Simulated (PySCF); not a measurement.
## Field gradients at the hydrogen positions

C8H10OSi.
Cartesian coordinates in Å at the GFN2-xTB level; atoms count from 1:
```
atom  x, y, z in Å
C1    -3.008    0.384   -0.297
C2    -1.740    0.144   -0.013
C3    -0.829   -1.034   -0.129
C4    -0.927   -2.280   -0.564
C5     0.244   -0.203    0.447
C6     1.646   -0.434    0.730
Si7    2.674    0.105   -0.813
C8    -0.593    0.894    0.542
C9    -0.385    2.230    1.016
O10    0.684    2.671    1.394
H11   -3.456    1.346   -0.120
H12   -3.643   -0.378   -0.717
H13   -1.852   -2.668   -0.956
H14   -0.086   -2.954   -0.540
H15    1.840   -1.483    0.947
H16    1.968    0.184    1.567
H17    2.215   -0.695   -1.951
H18    2.464    1.525   -1.059
H19    4.071   -0.206   -0.508
H20   -1.293    2.865    1.019
```

Level: PBE0/pcSseg-1 (PySCF, non-relativistic); Q(2H) = 0.00286 b; rigid geometry, the same for H and D, with no vibrational averaging.

**Question.** Rank these positions by the coupling χzz of a deuteron there, largest first.
A. H20 (formyl hydrogen)
B. H13 (vinylic hydrogen)
C. H16 (methylene hydrogen)
D. H17 (Si–H hydrogen)

**Answer.** B (226 kHz), C (207 kHz), A (181 kHz), D (108 kHz).

**Question.** Tabulate Vzz, the asymmetry η and χzz = 234.96 MHz × Q × Vzz for every hydrogen position.

**Answer.** 
| atom | bonded to | bond length (Å) | Vzz (au) | η | χzz (kHz) |
| --- | --- | --- | --- | --- | --- |
| H11 | C1 | 1.077 | 0.3389 | 0.06 | 228 |
| H12 | C1 | 1.077 | 0.3393 | 0.06 | 228 |
| H13 | C4 | 1.077 | 0.3367 | 0.04 | 226 |
| H14 | C4 | 1.078 | 0.3352 | 0.05 | 225 |
| H15 | C6 | 1.089 | 0.3137 | 0.04 | 211 |
| H16 | C6 | 1.089 | 0.3087 | 0.03 | 207 |
| H17 | Si7 | 1.466 | 0.1601 | 0.02 | 108 |
| H18 | Si7 | 1.457 | 0.1659 | 0.02 | 111 |
| H19 | Si7 | 1.463 | 0.1624 | 0.01 | 109 |
| H20 | C9 | 1.108 | 0.2692 | 0.03 | 181 |

**Question.** Average by the element that carries the hydrogen.

**Answer.** on C: 215 kHz over 7 positions, mean bond length 1.085 Å; on Si: 109 kHz over 3 positions, mean bond length 1.462 Å.

**Question.** A static deuteron (I = 1) shows a doublet split by (3/2)χ, (3/4)χ(1 + η) and (3/4)χ(1 − η) with the field along z, y and x of the gradient. What are these for H12?

**Answer.** With |χ| = 228.0 kHz and η = 0.060: 342, 181 and 161 kHz, to first order and without motion.

One conformer (not necessarily the lowest) at the GFN2-xTB geometry, without solvent, vibrations or thermal averaging. GFN2-xTB bond lengths can be off by several hundredths of an ångström, more for odd bonds, and the gradients follow them. The small basis limits the accuracy of the gradients.
